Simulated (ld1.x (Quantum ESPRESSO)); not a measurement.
# Transferability test, TM semilocal potential for technetium

- Element: Tc
- Generator: ld1.x (Quantum ESPRESSO) 7.5
- Type: norm-conserving Troullier–Martins (semilocal form)
- Functional: PBEsol
- Relativity: scalar-relativistic
- Frozen core: [Ar] 3d10
- Valence charge: 15
- Reference configuration: 4s2 4p6 4d5 5s2 5p0
- Partial waves: 4s (bound): rc 1.45 bohr; 4d (bound): rc 1.30 bohr; 4p (bound): rc 1.55 bohr
- Local potential: the p channel
- Core correction: none

Occupied shells without a wave of their own: 5s. They enter only through the test configuration that unscreens the potential.

Energies are relative to the spin-unpolarised reference configuration 4s2 4p6 4d5 5s2 5p0; without spin polarisation the order of configurations can differ from experiment.

```json
{"valence configuration": "4s2 4p6 4d5 5s1 5p0", "charge": "+1", "ΔE all-electron (eV)": "8.196", "error AE − PS (meV)": "-602"}
{"valence configuration": "4s2 4p6 4d5 5s0 5p0", "charge": "+2", "ΔE all-electron (eV)": "23.036", "error AE − PS (meV)": "-1518"}
{"valence configuration": "4s2 4p6 4d5 5s1.5 5p0", "charge": "+0.5", "ΔE all-electron (eV)": "3.303", "error AE − PS (meV)": "-266"}
{"valence configuration": "4s2 4p6 4d5.5 5s1.5 5p0", "charge": "0", "ΔE all-electron (eV)": "-0.621", "error AE − PS (meV)": "-209"}
{"valence configuration": "4s2 4p5 4d5 5s2 5p0", "charge": "+1", "ΔE all-electron (eV)": "51.458", "error AE − PS (meV)": "+21"}
```

(1) What are ΔE and the potential's error for 4s2 4p6 4d5 5s0 5p2?

(2) What are ΔE and the potential's error for 4s2 4p6 4d4 5s0 5p0?

Levels in the configuration 4s2 4p5 4d5 5s2 5p0:

| level | all-electron (eV) | pseudo (eV) |
| --- | --- | --- |
| 4s | -86.429 | -86.324 |
| 4p | -58.038 | -57.932 |
| 4d | -17.956 | -17.888 |
| 5s | -12.903 | -13.684 |

The potential misses its own reference levels by up to 0.5 eV.

## Answers

(1) ΔE = 7.786 eV all-electron; the error (AE − PS) is -942 meV.

(2) ΔE = 51.726 eV all-electron; the error (AE − PS) is -2149 meV.

ld1.x printed “convergence not achieved” for 5 of the counted tests; their residual had stalled under 1e-8, short of the target of 1e-14. The 5s level has no wave, so the channel is fitted at the deeper level alone: the likely source of the large errors.
